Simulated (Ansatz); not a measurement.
A structure relaxed at PBE0-D4/def2-TZVP, charge 0, multiplicity 1:

```xyz
13

C     0.828   -2.053   -0.402
B     0.664   -0.535   -0.157
C     1.192    0.904   -0.003
N    -0.237    0.460    0.095
Si   -1.725    1.260    0.387
H     1.304   -2.229   -1.372
H     1.502   -2.484    0.345
H    -0.117   -2.599   -0.374
H     1.636    1.261    0.925
H     1.430    1.528   -0.864
H    -2.820    0.258    0.364
H    -1.966    2.293   -0.656
H    -1.692    1.937    1.711
```

**Question.** Give its formula and SMILES.

**Answer.** C2H8BNSi, `CB1CN1[SiH3]`.

**Question.** Point group (tolerance 0.08 Å, 0.16 Å for H)?

**Answer.** Cs.

**Question.** Summarise the bond lengths by kind.

**Answer.** 2 × B–C 1.541 to 1.546 Å; 5 × C–H 1.089 to 1.094 Å; 1 × B–N 1.366 Å; 1 × C–N 1.501 Å; 1 × N–Si 1.714 Å; 3 × H–Si 1.485 to 1.487 Å.

Results of the Gaussian-basis code of Ansatz.
